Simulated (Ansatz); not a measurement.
Basis-set extrapolation for `C[CH]([SiH3])[AlH][NH2]` (PBE0-D4/def2-TZVP geometry, frozen core, Ansatz 0.2.0). Multiplicity 1, RHF reference.

|  | def2-TZVPP | def2-QZVPP |
| --- | --- | --- |
| HF | -666.966853 | -666.989941 |
| MP2 correlation | -0.782208 | -0.834802 |
| CCSD(T) correlation | -0.874981 | not run |

Energies in hartree. Use E(X) = E(∞) + A·exp(−7.88·√X) for Hartree–Fock and E(X) = E(∞) + B·X^(−2.97) for correlation, with X = 3 and 4, and add CCSD(T) minus MP2 of the smaller set to the MP2 limit.

What is the CCSD(T) energy at the basis-set limit?

HF limit: -666.989941 + (-0.023088) × 0.13774 = -666.99312. MP2 limit: -0.834802 + (-0.052594) × 0.74074 = -0.87376. Higher-order term: -0.874981 − (-0.782208) = -0.09277. Total: -667.95965 hartree, 73.9 kcal/mol below CCSD(T)/def2-TZVPP.
